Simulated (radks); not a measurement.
Values are calculated unless marked as measured or tabulated.
The potassium ion K12+, configuration [He] 2s2 2p3. Level of theory: scalar-relativistic Kohn-Sham, BLYP, spin-polarised, spherical densities, finite nucleus; open shells are filled with parallel spins first; Fermi nuclear charge, rms radius 3.4349 fm (a radial shooting solver on a logarithmic mesh with Libxc functionals).

Normalised radial functions P(r) = r R(r), r in bohr:

r,1s up,1s down,2s up
0.005221,0.7845,0.7859,0.2449
0.006377,0.9355,0.9372,0.2919
0.007726,1.1028,1.1048,0.3437
0.009362,1.2929,1.2953,0.4024
0.01143,1.5153,1.5181,0.4707
0.01385,1.7504,1.7536,0.5420
0.01692,2.0133,2.0170,0.6204
0.0205,2.2754,2.2795,0.6963
0.02484,2.5352,2.5397,0.7676
0.03035,2.7860,2.7907,0.8292
0.03677,2.9858,2.9906,0.8656
0.04491,3.1241,3.1287,0.8661
0.05441,3.1627,3.1668,0.8151
0.06593,3.0858,3.0889,0.6981
0.08053,2.8686,2.8701,0.4916
0.09758,2.5316,2.5311,0.2051
0.1182,2.0939,2.0912,-0.1624
0.1444,1.5810,1.5764,-0.6059
0.175,1.0965,1.0909,-1.0438
0.2137,0.6633,0.6582,-1.4423
0.259,0.3555,0.3521,-1.6953
0.3138,0.1612,0.1595,-1.7627
0.3832,0.0571,0.0564,-1.6155
0.4643,0.0164,0.0162,-1.3035
0.5626,0.0035,0.0035,-0.9108
0.6872,0.0005,0.0005,-0.5254
0.8327,0.0000,0.0000,-0.2540
1.017,0.0000,0.0000,-0.0934
1.232,0.0000,0.0000,-0.0269

1s up: eigenvalue -4000.3 eV, 0 radial nodes, <r> = 0.0809 bohr, 90 % of the charge inside 0.144 bohr. 1s down: eigenvalue -3990.2 eV, 0 radial nodes, <r> = 0.0807 bohr, 90 % of the charge inside 0.144 bohr. 2s up: eigenvalue -740.64 eV, 1 radial node at r = 0.109 bohr, <r> = 0.359 bohr, 90 % of the charge inside 0.552 bohr.
